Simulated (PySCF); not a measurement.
Working out the ionisation energy of P+

P+ [Ne] 3s2 3p2 (3P) → P(2+) [Ne] 3s2 3p1 (2P). All numbers are calculated (PySCF 2.14, scalar relativity by spin-free X2C-1e, in cc-pVDZ-DK (4s3p1d, 18 functions)). Frozen: [Ne]. Energies in hartree (1 hartree = 27.21139 eV):

| part | P+ (lower) | P(2+) (upper) |
| --- | --- | --- |
| UHF | -341.158774 | -340.454370 |
| CCSD correlation | -0.069854 | -0.057834 |
| (T) | -0.000909 | -0.000590 |

Problem. What does Hartree-Fock give?

Solution. (-340.454370) − (-341.158774) = 0.704404 hartree = 19.168 eV.

Problem. What do CCSD and CCSD(T) give?

Solution. The CCSD correlation energies differ by 0.012020 hartree = 0.327 eV and the triples by 0.000319 hartree = 0.009 eV, so CCSD gives 19.495 eV and CCSD(T) 19.504 eV.

Reference: 19.769 eV (semi-empirical (NIST evaluation); NIST Atomic Spectra Database, ionization energies), between the lowest levels; spin-orbit coupling is absent from the calculation.

A double-zeta basis recovers only part of the correlation energy.

What remains against the reference includes basis incompleteness, the frozen core and higher excitations.
